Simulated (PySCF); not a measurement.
(2R)-1,1-difluoro-2-methylcyclopropane (C₄H₆F₂), SMILES C[C@@H]1CC1(F)F. Atoms are numbered in the order given.

```xyz
12

C      2.0254     0.2620     0.1734
C      0.7303     0.2858    -0.6045
C     -0.4052     1.2698    -0.2214
C     -0.5425    -0.1934     0.0052
F     -0.5288    -0.6710     1.2763
F     -1.4181    -0.9087    -0.7428
H      2.7046     1.0750    -0.1546
H      2.5555    -0.7021     0.0349
H      1.8385     0.3859     1.2582
H      0.8110     0.0859    -1.6869
H     -0.2429     1.9039     0.6647
H     -0.9929     1.7243    -1.0334
```

The structure is a stationary point at PBE-D3(BJ)/def2-SVP.

Two levels are set side by side: PBE/pcSseg-1 (PySCF) and HF/pcSseg-1 (PySCF). GIAO shifts against CFCl3 (¹⁹F), TMS (¹H), TMS (¹³C) at the same level; non-relativistic, no solvent, atoms listed together averaged. Differences are taken from unrounded values.

| quantity | HF | PBE | PBE minus HF |
|---|---|---|---|
| δ(¹³C) of C1 (ppm) | 15.9 | 17.9 | 2.0 |
| δ(¹³C) of C2 (ppm) | 17.4 | 25.5 | 8.1 |
| δ(¹³C) of C3 (ppm) | 17.7 | 23.6 | 5.9 |
| δ(¹³C) of C4 (ppm) | 106.1 | 128.0 | 21.9 |
| δ(¹H) of H10 (ppm) | 1.77 | 1.88 | 0.11 |

Rough cost on one machine, each run with all the roots and properties that it gave: HF against PBE within a factor of 2.
